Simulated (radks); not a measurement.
Values are calculated unless marked as measured or tabulated.
Problem. The xenon ion Xe3+, configuration [Kr] 4d10 5p5 (not the ground configuration). Level of theory: scalar-relativistic Kohn-Sham, PBE, spin-polarised, spherical densities, finite nucleus; open shells are filled with parallel spins first (spin-orbit coupling, left out, can overturn this in heavy ions); Fermi nuclear charge, rms radius 4.7859 fm (a radial shooting solver on a logarithmic mesh with Libxc functionals). Some entries of the table are withheld. Estimate them.

orbital,occ.,eigenvalue (eV),<r^2> (bohr^2)
1s up,1,-34407.59,0.0009638
1s down,1,-34407.54,0.0009638
2s up,1,-5386.047,0.01549
2s down,1,-5386.024,0.01549
2p up,3,-4836.828,0.01228
2p down,3,-4836.786,0.01228
3s up,1,-1130.901,0.1073
3s down,1,-1130.857,0.1073
3p up,3,-953.4953,0.1074
3p down,3,-953.4457,0.1074
3d up,5,-690.3916,0.09326
3d down,5,-690.3440,0.09325
4s up,1,-233.8458,0.5788
4s down,1,-233.7406,0.5787
4p up,3,-177.6031,0.6634
4p down,3,-177.4929,0.6629
4d up,5,-95.4864,0.8826
4d down,5,-95.3229,0.8789
5s up,0,-52.0997,3.363
5s down,0,-51.2059,3.359
5p up,3,-38.5991,4.416
5p down,2,-37.6756,4.448
5d up,0,-21.3230,8.119
5d down,0,-20.6096,8.383
4f up,0,-17.2094,(1)
4f down,0,-16.6188,(2)

Solution. 
(1) 4f up <r^2> (bohr^2): 4.260
(2) 4f down <r^2> (bohr^2): 4.281
